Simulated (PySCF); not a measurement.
All values below come from PBE-D3(BJ)/def2-TZVP // TPSS-D3(BJ)/def2-SVP in PySCF 2.14.0. Isolated molecules, 0 K electronic values unless said otherwise. One relaxed conformer stands for a flexible species; it need not be the lowest. 

Reference species: [W(F)6] (neutral, multiplicity 1).

```
Property                                  Value
-------------------------------------  --------
LUMO                                   -5.37 eV
charge on the central atom (Mulliken)    1.55 e
coordination number                           6
HOMO–LUMO gap                           5.28 eV
```

Changed species: [W(F)5(OH)] (1 of 6 F replaced by OH; the reference has 0 of 6 F replaced by OH).

Problem. Predict the effect on the LUMO, charge on the central atom (Mulliken), coordination number and HOMO–LUMO gap.

Solution. the LUMO rises by 0.65 eV, to -4.72 eV; the charge on the central atom (Mulliken) decreases by 0.04 e, to 1.51 e; the coordination number hardly moves; the HOMO–LUMO gap drops by 0.49 eV, to 4.79 eV.
